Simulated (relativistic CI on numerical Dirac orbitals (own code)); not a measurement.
## Calculated levels, Sm XXIX

Method of calculation: Dirac-Coulomb-Breit CI, orbitals from a KLI potential per configuration, a model potential for QED, unscaled Slater integrals (own radial code, finite nucleus).

Configuration list (outside the closed core [Ar] 3d10): 4s²4p⁴, 4s4p⁵, 4s²4p³4d, 4p⁶, 4s4p⁴4d, 4s²4p³4f, 4s4p⁴4f, 4p⁵4d, 4s4p³4d², 4s²4p²4d4f, 4p⁵4f, 4s²4p³5s, 4p⁴4d4f, 4p⁵5s, 4s²4p³5p, 4s4p³4f², 4s4p³4d5s, 4s4p⁴5s, 4s²4p²4f5s, 4s²4p³5d, 4s4p⁴5p, 4s²4p³5f, 4s²4p³5g, 4s4p⁴5d, 4p⁴4f5s, 4s²4p³6s, 4s4p⁴5f, 4s²4p²4d², 4s²4p4d³, 4s4p²4d³, 4s²4p4d²4f, 4s4p²4d²4f, 4s²4p4d²5s, 4p⁴4d², 4p³4d³, 4p³4d²4f, 4p³4d²5s, 4s²4p²4d5s, 4s4p²4d²5s, 4s²4p4d4f5s, 4s4p²4d4f5s, 4s²4p4d5s², 4p⁴4d5s, 4p³4d4f5s, 4p³4d5s², 4s²4p²5s², 4s4p²4d5s², 4s²4p4f5s², 4s4p²4f5s². Double excitations out of closed p, d and f shells are left out; levels of such configurations are missing from the list, as are those of other unlisted configurations, and high levels can miss mixing partners. These lack a partner that the ground configuration has and come out too high: 4s²4p³5p, 4s²4p³5d, 4s4p⁴5p, 4s²4p³5f, 4s²4p³5g.

The lowest level is 4s²4p⁴ ³P2, with 72 % of that term; Hund's rules for 4s²4p⁴ give ³P with J = 2, in agreement.

| No. | Configuration | Term | J | E (cm⁻¹) | % | jj configuration (%) |
| --- | --- | --- | --- | --- | --- | --- |
| 1 | 4s²4p⁴ | ³P | 2 | 0 | 72 | 4p3/2^2 (98) |
| 2 | 4s²4p⁴ | ¹S | 0 | 54955 | 56 | 4p3/2^2 (97) |
| 3 | 4s²4p⁴ | ³P | 1 | 273247 | 98 | 4p1/2 4p3/2^3 (98) |
| 4 | 4s²4p⁴ | ¹D | 2 | 302662 | 71 | 4p1/2 4p3/2^3 (98) |
| 5 | 4s²4p⁴ | ³P | 0 | 600237 | 56 | 4p3/2^4 (97) |
| 6 | 4s4p⁵ | ³P° | 2 | 814909 | 79 | 4s 4p3/2^3 (79) |
| 7 | 4s4p⁵ | ³P° | 1 | 859088 | 27 | 4p3/2 4d3/2 (46) |
| 8 | 4p³(2D°)4d | ³F° | 2 | 894268 | 33 | 4p3/2 4d3/2 (87) |
| 9 | 4p³(2P°)4d | ³P° | 0 | 905208 | 48 | 4p3/2 4d3/2 (94) |
| 10 | 4p³(2P°)4d | ³F° | 3 | 908635 | 27 | 4p3/2 4d3/2 (84) |
| 11 | 4p³(4S°)4d | ⁵D° | 1 | 954947 | 32 | 4p3/2 4d3/2 (43) |
| 12 | 4p³(2P°)4d | ³F° | 4 | 958422 | 42 | 4p3/2 4d5/2 (95) |
| 13 | 4p³(2D°)4d | ³D° | 2 | 999029 | 33 | 4p3/2 4d5/2 (73) |
| 14 | 4p³(2D°)4d | ³G° | 3 | 1034793 | 22 | 4p3/2 4d5/2 (70) |
| 15 | 4p³(4S°)4d | ³D° | 1 | 1069947 | 59 | 4p3/2 4d5/2 (76) |
| 16 | 4s4p⁵ | ³P° | 0 | 1083921 | 67 | 4s 4p1/2 4p3/2^4 (67) |
| 17 | 4p³(2D°)4d | ¹P° | 1 | 1118671 | 20 | 4p1/2 4p3/2^2 4d3/2 (56) |
| 18 | 4p³(2D°)4d | ³F° | 2 | 1140200 | 45 | 4p1/2 4p3/2^2 4d3/2 (94) |
| 19 | 4p³(2D°)4d | ¹S° | 0 | 1153713 | 48 | 4p1/2 4p3/2^2 4d3/2 (62) |
| 20 | 4p³(2D°)4d | ³F° | 3 | 1160060 | 46 | 4p1/2 4p3/2^2 4d3/2 (87) |
| 21 | 4p³(2D°)4d | ³D° | 1 | 1165720 | 56 | 4p1/2 4p3/2^2 4d5/2 (34) |
| 22 | 4p³(2D°)4d | ³G° | 4 | 1189916 | 59 | 4p1/2 4p3/2^2 4d3/2 (88) |
| 23 | 4p³(2D°)4d | ³D° | 3 | 1196877 | 61 | 4p1/2 4p3/2^2 4d5/2 (94) |
| 24 | 4p³(4S°)4d | ⁵D° | 4 | 1205873 | 40 | 4p1/2 4p3/2^2 4d5/2 (89) |
| 25 | 4p³(2P°)4d | ³F° | 2 | 1223698 | 55 | 4p1/2 4p3/2^2 4d3/2 (88) |
| 26 | 4p³(2D°)4d | ³F° | 4 | 1237767 | 61 | 4p1/2 4p3/2^2 4d5/2 (92) |
| 27 | 4p³(2D°)4d | ³G° | 5 | 1248874 | 98 | 4p1/2 4p3/2^2 4d5/2 (98) |
| 28 | 4p³(2D°)4d | ³S° | 1 | 1271242 | 30 | 4p1/2 4p3/2^2 4d3/2 (39) |
| 29 | 4p³(2D°)4d | ³P° | 2 | 1288696 | 47 | 4p1/2 4p3/2^2 4d3/2 (60) |
| 30 | 4p³(2D°)4d | ³P° | 0 | 1298160 | 43 | 4p1/2 4p3/2^2 4d5/2 (65) |
| 31 | 4p³(2P°)4d | ³D° | 2 | 1298813 | 49 | 4p1/2 4p3/2^2 4d5/2 (90) |
| 32 | 4p³(4S°)4d | ³D° | 3 | 1301659 | 65 | 4p1/2 4p3/2^2 4d3/2 (70) |
| 33 | 4p³(2P°)4d | ³F° | 3 | 1319251 | 35 | 4p1/2 4p3/2^2 4d5/2 (96) |
| 34 | 4p³(2D°)4d | ³P° | 1 | 1322514 | 49 | 4p1/2 4p3/2^2 4d3/2 (49) |
| 35 | 4p³(2D°)4d | ³D° | 2 | 1338840 | 38 | 4p1/2 4p3/2^2 4d5/2 (71) |
| 36 | 4p³(2D°)4d | ³S° | 1 | 1355281 | 30 | 4p1/2 4p3/2^2 4d3/2 (55) |
| 37 | 4p³(2D°)4d | ¹F° | 3 | 1361692 | 44 | 4p1/2 4p3/2^2 4d5/2 (60) |
| 38 | 4p³(2D°)4d | ¹P° | 1 | 1387518 | 43 | 4p1/2 4p3/2^2 4d5/2 (51) |
| 39 | 4p³(2D°)4d | ¹D° | 2 | 1403433 | 42 | 4p1/2 4p3/2^2 4d5/2 (81) |
| 40 | 4p³(2P°)4d | ³F° | 4 | 1532680 | 55 | 4p3/2^3 4d5/2 (96) |
| 41 | 4p³(2P°)4d | ³P° | 2 | 1545092 | 40 | 4p3/2^3 4d5/2 (94) |
| 42 | 4p³(2P°)4d | ³P° | 0 | 1545215 | 75 | 4p3/2^3 4d3/2 (80) |
| 43 | 4p³(2P°)4d | ³P° | 1 | 1555724 | 37 | 4p3/2^3 4d3/2 (73) |
| 44 | 4p³(2P°)4d | ³D° | 3 | 1582209 | 48 | 4p3/2^3 4d5/2 (89) |
| 45 | 4p³(2P°)4d | ³D° | 2 | 1587682 | 44 | 4p3/2^3 4d3/2 (83) |
| 46 | 4p³(2P°)4d | ¹F° | 3 | 1592850 | 55 | 4p3/2^3 4d3/2 (74) |
| 47 | 4s4p⁴(3P)<4P>4d | ⁵D | 2 | 1679579 | 47 | 4s 4p3/2^2 4d3/2 (85) |
| 48 | 4s4p⁴(3P)<4P>4d | ⁵D | 3 | 1683959 | 53 | 4s 4p3/2^2 4d3/2 (71) |
| 49 | 4s4p⁴(3P)<4P>4d | ⁵D | 1 | 1690679 | 33 | 4s 4p3/2^2 4d3/2 (84) |
| 50 | 4s4p⁴(3P)<4P>4d | ⁵D | 4 | 1704417 | 40 | 4s 4p3/2^2 4d3/2 (50) |
| 51 | 4p⁶ | ¹S | 0 | 1712657 | 53 | closed (53) |
| 52 | 4p³(2P°)4d | ¹P° | 1 | 1725503 | 43 | 4p3/2^3 4d5/2 (82) |
| 53 | 4s4p⁴(1D)<2D>4d | ³P | 0 | 1733187 | 49 | 4s 4p3/2^2 4d5/2 (43) |
| 54 | 4s4p⁴(3P)<4P>4d | ⁵F | 5 | 1752571 | 74 | 4s 4p3/2^2 4d5/2 (92) |
| 55 | 4s4p⁴(3P)<4P>4d | ³F | 4 | 1760544 | 49 | 4s 4p3/2^2 4d5/2 (51) |
| 56 | 4s²4p²4d² | ³F | 2 | 1768079 | 16 | 4p1/2^2 4d3/2^2 (48) |
| 57 | 4s4p⁴(1S)<2S>4d | ³D | 1 | 1774223 | 51 | 4s 4p3/2^2 4d3/2 (74) |
| 58 | 4s4p⁴(1D)<2D>4d | ³G | 3 | 1794763 | 30 | 4s 4p3/2^2 4d3/2 (64) |
| 59 | 4s4p⁴(1S)<2S>4d | ³D | 2 | 1798962 | 40 | 4s 4p3/2^2 4d3/2 (62) |
| 60 | 4s4p⁴(3P)<4P>4d | ⁵F | 1 | 1810959 | 38 | 4s 4p3/2^2 4d3/2 (69) |
| 61 | 4s4p⁴(3P)<4P>4d | ³P | 1 | 1833939 | 40 | 4s 4p3/2^2 4d5/2 (72) |
| 62 | 4s4p⁴(3P)<2P>4d | ³F | 4 | 1848393 | 28 | 4s 4p3/2^2 4d5/2 (60) |
| 63 | 4s4p⁴(3P)<2P>4d | ³D | 3 | 1851357 | 32 | 4s 4p3/2^2 4d5/2 (66) |
| 64 | 4s4p⁴(3P)<4P>4d | ⁵F | 2 | 1854957 | 21 | 4s 4p3/2^2 4d5/2 (32) |
| 65 | 4s4p⁴(3P)<4P>4d | ⁵P | 3 | 1864931 | 37 | 4s 4p3/2^2 4d5/2 (71) |
| 66 | 4p²(3P)4d²(3F) | ⁵G | 2 | 1875665 | 20 | 4s 4p3/2^2 4d5/2 (33) |
| 67 | 4p²(3P)4d²(1S) | ³P | 0 | 1887295 | 43 | 4p1/2^2 4d3/2^2 (73) |
| 68 | 4s4p⁴(3P)<4P>4d | ³D | 3 | 1887806 | 26 | 4s 4p3/2^2 4d5/2 (43) |
| 69 | 4s4p⁴(3P)<4P>4d | ⁵D | 0 | 1907492 | 48 | 4s 4p1/2 4p3/2^3 4d3/2 (71) |
| 70 | 4s4p⁴(3P)<4P>4d | ³D | 1 | 1911590 | 29 | 4s 4p3/2^2 4d5/2 (39) |

Energies count from the lowest computed level; ° marks odd parity. Percentages are summed over parent terms; the parents shown are those of the largest component, closed shells are left out there, and <> holds an intermediate term. Filled j subshells are mostly left out of the jj labels.

The mean weight of the leading LS term, summed over parents, in these 70 levels is 46 %, and that of the leading jj configuration (from the same eigenvectors) 72 %, so jj coupling describes them better and the LS labels are nominal.

At this charge energies of transitions that change n are usually good to better than 1 %, and those within a shell (Δn = 0) to a few per cent.

LS names give the leading component of a level, which can be under half, so a name can repeat, a term be missing and a line seem to break the LS rules.
